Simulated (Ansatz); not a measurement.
Relaxed structures of CH4GeS, closed shell (PBE0-D4/def2-TZVP; forces vanish, vibrations not checked; lower isomers may exist, and structures with a doubtful reference or unclear bonds are left out; Å). Program: Ansatz 0.2.0. Basis: def2-TZVPP. Cores are frozen in the correlated methods. Filled d shells of the heavier atoms are correlated. The def2 sets are not built for correlating such inner shells, so the correlated values are less sure here.

Question: Rank them by CCSD(T) energy, lowest first, and give each one's height above the lowest. Links in brackets join atoms within 1.22 times the sum of their covalent radii (1.1 for two metals). (To be estimated.)
A.
CH₄GeS ([CH]1[SH][GeH2]1)
```
7
angstrom
C -0.8372 -0.3873 -0.4473
S -0.0519 -1.7934 0.4461
Ge 0.7212 0.3870 0.3088
H -0.7670 -0.6311 -1.5097
H -0.7849 -1.7814 1.5828
H 0.5850 1.0773 1.6730
H 2.2127 0.2513 -0.0802
```
B.
CH₄GeS ([CH2]1[S][GeH2]1)
```
7
angstrom
C -0.7874 -0.2054 -0.5507
S -0.4373 -1.4677 0.7505
Ge 0.7748 0.3295 0.4424
H -0.6539 -0.5651 -1.5657
H -1.7089 0.3467 -0.3973
H 0.6548 1.4304 1.4926
H 2.1577 0.1315 -0.1718
```
C.
CH₄GeS ([CH2]1[SH][GeH]1)
```
7
angstrom
C -0.7156 -0.2723 -0.4667
S -0.1683 -1.7348 0.4785
Ge 1.0097 0.4677 0.2775
H -0.7009 -0.5563 -1.5170
H -1.7022 0.0563 -0.1558
H 0.2776 0.9113 1.6287
H -0.7410 -1.4121 1.6482
```

Answer: By the calculation: B (0.000 eV), C (0.582 eV), A (2.552 eV). Heights count from the lowest.

No T1 diagnostic of these runs exceeds 0.015.

For scale, one of the runs: CCSD(T)/def2-TZVPP, 177 basis functions, launched by `ansatz run in.yaml --threads 2 --pin off --events-out ev --progress --plain --max-ram 4352MiB`. The run took 52 s on 2 CPU threads of an Arm Neoverse V2 (shared host), with 1.6 GiB of host memory at its peak.
